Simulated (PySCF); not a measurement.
SMILES Cl[Si](Cl)(Cl)c1ccc([Si](Cl)(Cl)Cl)cc1 (C6H4Cl6Si2) (GFN2-xTB optimised geometry):

```
18

Si    -2.020    -3.267    -5.387
Cl    -4.040    -3.299    -5.383
Cl    -1.324    -5.167    -5.380
Cl    -1.365    -2.325    -7.051
C     -1.392    -2.357    -3.849
C     -0.171    -1.685    -3.861
C      0.303    -1.047    -2.731
C     -0.424    -1.056    -1.542
C     -1.647    -1.726    -1.531
C     -2.120    -2.364    -2.661
Si     0.213    -0.159     0.000
Cl    -0.453     1.751     0.000
Cl     2.233    -0.159     0.000
Cl    -0.459    -1.097     1.659
H      0.416    -1.659    -4.767
H      1.254    -0.538    -2.771
H     -2.233    -1.751    -0.625
H     -3.071    -2.873    -2.621
```

Computed with PBE0/def2-SVP (PySCF 2.14.0).

Task: What are the frontier orbital energies and the dipole moment?

Result: HOMO-2 -9.04 eV, HOMO-1 -8.10 eV, HOMO -8.03 eV, LUMO -1.71 eV, LUMO+1 -0.79 eV; dipole moment 0.01 D.

On the same geometry PySCF with PBE/def2-SVP gives HOMO-2 -7.60 eV, HOMO-1 -6.99 eV, HOMO -6.95 eV, LUMO -2.44 eV, LUMO+1 -1.66 eV; dipole moment 0.01 D.

Meta-Löwdin charges at PBE0/def2-SVP: Si1 0.89, Cl2 -0.24, Cl3 -0.24, Cl4 -0.24, C5 -0.22, C6 -0.09, C7 -0.09, C8 -0.22, C9 -0.09, C10 -0.09, Si11 0.89, Cl12 -0.24, Cl13 -0.24, Cl14 -0.24, H15 0.11, H16 0.11, H17 0.11, H18 0.11.
